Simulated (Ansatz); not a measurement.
Reactions of CH₆FNSn, SMILES `C[NH][SnH2][F]`.

Computed with Ansatz on PBE0-D4/def2-TZVP structures; ΔE is electronic, products minus reactants. CCSD(T)/CBS is the MP2 limit (def2-TZVPP, def2-QZVPP) plus CCSD(T) − MP2 in def2-TZVPP, frozen cores. This one scheme is used for every species, atoms too. For atomizations the MP2-based limit and the directly extrapolated one differ by several kJ/mol either way, and by 10 to 25 for some Ge, Se and Sn compounds, so smaller differences from it don't rank the levels. Open shells (•) are unrestricted, without spin–orbit coupling. Spin–orbit coupling would lower the free atoms: a little for C, F; strongly for Sn. def2 core potentials past Kr. For Ge, I, Sn outer-core shells are correlated without core-valence functions, so the limit isn't a true one: a few kJ/mol of doubt a bond, and 10 to 20 or more in all where bonds break to atoms. Scalar relativity is left out up to krypton. One conformer a species, not always the lowest.

(1) Order these by ΔE at CCSD(T)/CBS, lowest first. (Estimate.)
A. `C[NH][SnH2][F]` + HI → `[F][SnH2][I]` + CH₃NH₂
B. `C[NH][SnH2][F]` → C• + F• + 6 H• + N• + Sn•
C. `C[NH][SnH2][F]` + H₂ → `C[NH][SnH3]` + H–F
D. `C[NH][SnH2][F]` + CH₃OH → `C[NH][SnH2][O]C` + H–F
E. `C[NH][SnH2][F]` + `[OH][Ge]([OH])([SiH3])[Cl]` → `C[O][Ge]([OH])([SiH3])[Cl]` + `[NH2][SnH2][F]`

Largest T1 diagnostic: 0.013, for `[NH2][SnH2][F]`.

## Answers

(1) A (-107.4 kJ/mol), E (+12.8 kJ/mol), D (+40.1 kJ/mol), C (+54.5 kJ/mol), B (+3244.5 kJ/mol).
